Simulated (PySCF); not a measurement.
Compound: CH10B3N3Si.
Numbering: `[SiH3:1][CH2:2][B:3]1[NH:4][BH:5][NH:6][BH:7][NH:8]1` (hydrogens: H9, H10, H11 on Si1; H12, H13 on C2; H14 on N4; H15 on B5; H16 on N6; H17 on B7; H18 on N8)

The closed-shell SCF was solved with PySCF and density fitting under several settings on one GFN2-xTB geometry (grid level 2 and gas phase unless stated).

```csv
settings,basis functions,SCF cycles,E (Eh),HOMO (eV),LUMO (eV),dipole (D)
PBE0/pcSseg-1,193,12,-572.1762,-7.89,0.51,0.60
PBE0/def2-SVPD,244,12,-571.9449,-7.93,0.15,0.63
"KT3/6-31G*, IEF-PCM chloroform, start guess sap",136,17,-579.4756,-6.31,0.01,0.84
KT3/3-21G,96,14,-576.3709,-6.40,0.12,0.57
```

Q: Estimate the rows for these settings: (1) LDA/MINI, level shift 0.2 Eh, energy threshold 1e-07 Eh; (2) wB97X/def2-SVPD, start guess atom, energy threshold 1e-06 Eh; (3) revPBE/IGLO-II, IEF-PCM acetonitrile.

A: 
```csv
settings,basis functions,SCF cycles,E (Eh),HOMO (eV),LUMO (eV),dipole (D)
"LDA/MINI, level shift 0.2 Eh, energy threshold 1e-07 Eh",54,9,-565.2372,-8.44,-2.12,0.94
"wB97X/def2-SVPD, start guess atom, energy threshold 1e-06 Eh",244,8,-572.3378,-10.28,1.84,0.60
"revPBE/IGLO-II, IEF-PCM acetonitrile",249,14,-572.5944,-6.45,-0.38,0.90
```

Q: Over all rows, what range does the HOMO–LUMO gap span?

A: From 6.07 eV (revPBE/IGLO-II, IEF-PCM acetonitrile) to 12.12 eV (wB97X/def2-SVPD, start guess atom, energy threshold 1e-06 Eh). The functional of the narrowest has no exact exchange, that of the widest range-separated exact exchange.

Q: Compare two rows with the functional PBE0: PBE0/pcSseg-1 and PBE0/def2-SVPD. Which energy is lower, and by how much?

A: PBE0/pcSseg-1 (193 functions) lies 0.2313 Eh or 145 kcal/mol below PBE0/def2-SVPD (244 functions). The smaller set gives the lower energy; the two sets aren't nested, so the variational bound doesn't order them by size.

Cycle counts include a coarse-grid stage where the run had one. All basis functions are spherical, in the Pople sets too. KT3 was designed for NMR shieldings or shifts; total energies of different functionals aren't comparable. The structure is a single GFN2-xTB conformer; no vibrational corrections.
